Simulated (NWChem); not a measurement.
# SbI3; SMILES [I][Sb]([I])[I]

All runs: NWChem. Geometry: optimised at PBE0/def2-SVP. No frequency run checked for a minimum. def2 effective core potentials on Sb, I; no spin-orbit coupling. Ions are spin-unrestricted doublets at the neutral geometry; other ion states weren't tried.

For level PBE/def2-SVP:

- −ε(HOMO) (eV) = 6.44

### Question
How do the values read with level PBE0/def2-SVP instead?

### Answer
* **−ε(HOMO) (eV)**: 7.51
